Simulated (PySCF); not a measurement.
Start geometry of `B[AsH]CC` from GFN2-xTB (Å):
```
atom  x, y, z in Å
B1     2.4629   -0.3132    0.4591
As2    0.8102    0.6847    0.9949
C3    -0.5709   -0.4315    0.0403
C4    -1.8833    0.2445   -0.0009
H5     3.4416    0.2637    0.2088
H6     2.4586   -1.4551    0.4697
H7     0.9184    1.7590   -0.0582
H8    -0.6040   -1.3721    0.5848
H9    -0.2121   -0.6502   -0.9453
H10   -2.6455   -0.3886   -0.5026
H11   -1.8625    1.1927   -0.5135
H12   -2.2736    0.4378    1.0184
```

**Question.** What comes out of this run: PBE0-D3(BJ)/def2-SVP geometry optimisation, gas phase in PySCF 2.14.0?

**Answer.** 
```
atom  x, y, z in Å
B1     2.610   -0.325    0.381
As2    0.938    0.652    0.715
C3    -0.506   -0.394   -0.132
C4    -1.853    0.304   -0.049
H5     3.645    0.288    0.287
H6     2.622   -1.531    0.455
H7     1.054    1.821   -0.244
H8    -0.521   -1.352    0.411
H9    -0.234   -0.616   -1.173
H10   -2.645   -0.317   -0.498
H11   -1.845    1.265   -0.587
H12   -2.138    0.511    0.994
```

The energy falls by 0.180 eV over 7 energy and gradient evaluations, the largest force component goes from 0.0359 to 4.1e-04 Eh/bohr, and the atoms move by 0.128 Å rms after alignment. The bond that changes most is B1–H6 (three-coordinate boron to B–H hydrogen), which lengthens by 0.067 Å. Bonds longer at the end by more than 0.005 Å: 7 of 11; shorter: 4. Among the angles that change most is B1–As2–C3, from 99.4° to 106.6°. Rotational constants go from 10684, 2736, 2310 to 12395, 2632, 2286 MHz. The orientation of the end geometry is arbitrary; only internal coordinates are fixed.

The run used 114 basis functions and 46 SCF cycles in all.

No frequency check. One conformer, not necessarily the lowest.
